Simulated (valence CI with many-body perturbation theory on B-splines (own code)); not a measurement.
Ta2+: key properties

Method: relativistic CI+MBPT: three valence electrons over a frozen Dirac-Fock core [Xe] 4f14, a basis of 7 s, 7 p, 8 d, 6 f, 4 g, 1 h functions for each j, with the one-electron correlation potential Σ1 (screened to all orders), the two-electron term Σ2, the three-electron term Σ3, Breit, model QED; selected single and double excitations, second order for the rest, scaled by the run's own slope (own B-spline code, finite nucleus).

No measured spectrum was set against this ion. As an estimate, terms of the open shell hold to 2 to 4 % of their energy, and close levels can change places; different configurations can be misplaced against each other by 1,000 to 8,000 cm⁻¹. Only levels of the ground parity were solved; by the run's estimate the other parity begins above the list, which can be wrong where configurations are misplaced.

Names give the largest LS component (configuration and term), which can be under half, so a name can repeat, a term be missing and a line seem to break the LS rules; names also repeat where a configuration has a term twice.

Rates and lifetimes use the calculated energies. Strong lines usually hold to 10 to 20 %, long lifetimes can be off by a factor of two.

Task: What is the ground level?

Result: 5d³ ⁴F_3/2, composition 88 % 5d³ ⁴F + 9 % 5d³ ²D, g = 0.455.

Task: What are the static dipole polarisabilities of the lowest levels?

Result: 5d³ ⁴F_3/2 13.7 (tensor 0.63); 5d³ ⁴F_5/2 13.4 (tensor 0.51); 5d³ ⁴F_7/2 13.4 (tensor 0.83); 5d²6s ⁴F_3/2 23.0 (tensor 2.1) bohr³, of which the core gives 2.52.

Task: How is the term ⁴F of the ground level split?

Result: J = 3/2 at 0.0, J = 5/2 at 2400, J = 7/2 at 4726, J = 9/2 at 6718 cm⁻¹.

Task: How well does LS coupling describe the low levels?

Result: Among the lowest 20 levels the leading LS term, summed over configurations, holds 70 % on average. For single configurations the figures are 65 % in LS and 61 % in jj coupling. Terms mix most in the J = 9/2 level at 12591 cm⁻¹, where the leading one holds 41 %.

Task: What is the ionisation energy?

Result: 24.074 eV; NIST lists 23.1 ± 1.6 eV (theoretical).
